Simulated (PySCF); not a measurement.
## Gas-phase XPS of sodium potassium, computed

Compound: sodium potassium, KNa.
SMILES with atom numbers: `[Na:1][K:2]`

Cartesian coordinates in Å at the PBE0-D3(BJ)/def2-SVP level; atoms count from 1:
```
atom  x, y, z in Å
Na1    1.8130   -0.0879    0.0090
K2    -1.7633    0.0002   -0.0312
```

Computed, not measured: delta-SCF UKS SCAN, pcX-2 on the ionised atom, pcseg-1 elsewhere, spin-free X2C (PySCF 2.14.0). Binding energies are ΔSCF values: E(core-ionised, relaxed orbitals) − E(ground state) at a fixed geometry, referred to the vacuum level.

Q: List the computed XPS lines with their assignment.

A: 
| atom(s) | environment | level | binding energy (eV) | count |
| --- | --- | --- | --- | --- |
| Na1 | sodium bonded to K | Na 1s | 1076.18 | 1 |

Q: Which photon wavelength matches the Na 1s of Na1 threshold?

A: λ = hc/E = 12398.42 eV Å / 1076.18 eV = 11.521 Å.

No level of potassium is listed. Isolated species at its PBE0-D3(BJ)/def2-SVP geometry, gas phase.
